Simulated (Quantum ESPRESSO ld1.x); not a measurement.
Question: These are the eigenvalues of the occupied orbitals of an atom or ion with whole-number occupations (hartree). All-electron calculation, non-relativistic Kohn-Sham, LDA (Slater exchange, VWN5 correlation), spin-polarised, spherical densities, point nucleus. Program: ld1.x of Quantum ESPRESSO 7.5.

1s up: -733.088
1s down: -733.078
2s up: -122.241
2s down: -121.820
2p up: -114.600
2p down: -114.284
3s up: -37.4049
3s down: -36.9407
3p up: -34.5470
3p down: -34.0658
3d up: -29.5698

Which element is it, and in what charge state? The configuration may be excited. Open shells, if any, are filled with parallel spins first.

Answer: Z = 42, molybdenum, charge +19: Mo19+ in [Ar] 3d5. The list shows which subshells hold electrons but not how many an open one holds; the 1s level, -733.09 hartree, gives Z - s = 38.3 by -(Z - s)^2/2, which with screening narrows Z to a few neighbours, and the depths of the outer levels then fix element, charge and occupations together.
